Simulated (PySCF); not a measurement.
## Ti: excitation energy

Ti [Ar] 3d2 4s2 (3F) → Ti [Ar] 3d4 (5D), as a difference of total energies. All numbers are calculated (PySCF 2.14, no relativity, point nucleus, in def2-TZVPPD (6s6p4d2f1g, 67 functions)). Correlated levels: valence: [Ar] frozen. The calculations carry no spin-orbit coupling.

```json
{"method": "UHF", "excitation energy (cm⁻¹)": "35029"}
{"method": "MP2 (valence)", "excitation energy (cm⁻¹)": "30682"}
{"method": "SCS-MP2 (valence)", "excitation energy (cm⁻¹)": "39135"}
{"method": "CCSD (valence)", "excitation energy (cm⁻¹)": "31378"}
{"method": "CCSD(T) (valence)", "excitation energy (cm⁻¹)": "30924"}
```

A first-order spin-orbit estimate (lowest level to lowest level, LS coupling) adds 0.015 eV.

The coupled-cluster amplitudes are large for the upper state (T1 above 0.03 or a double amplitude above 0.15), so a single reference is strained.
